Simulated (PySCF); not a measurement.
**Fractional electron number in Ru⁺ (ruthenium, charge +1)**

The 4d beta orbital of [Kr] 4d7 is emptied in steps (occupation f), with all orbitals relaxed, ending at [Kr] 4d6. All numbers are calculated (PySCF 2.14, a scalar-relativistic core potential, in def2-TZVP with the def2 core potential (28 electrons) (6s4p3d1f, 40 functions)). The exact energy is a straight line in f; departures are measured from the line between the end points of the same method.

```csv
f,MN15 (eV)
1,0.000
0.8,-0.471
0.6,-0.711
0.4,-0.712
0.2,-0.473
0,0.000
```

```tsv
method	E(f=0) − E(f=1) (eV)	−ε at f=1 (eV)	−ε at f=0.4 (eV)
MN15	16.814	13.888	17.408
```

Orbital energy along the path (eV):

| f | MN15 |
| --- | --- |
| 1 | -13.888 |
| 0.8 | -15.031 |
| 0.6 | -16.208 |
| 0.4 | -17.408 |
| 0.2 | -18.603 |
| 0 | -19.748 |

Reference removal energy between the ground levels: 16.76 ± 0.06 eV (semi-empirical (NIST evaluation); NIST Atomic Spectra Database, ionization energies). The calculation has no spin-orbit coupling. The determinant left behind need not be the lowest term of the ion.
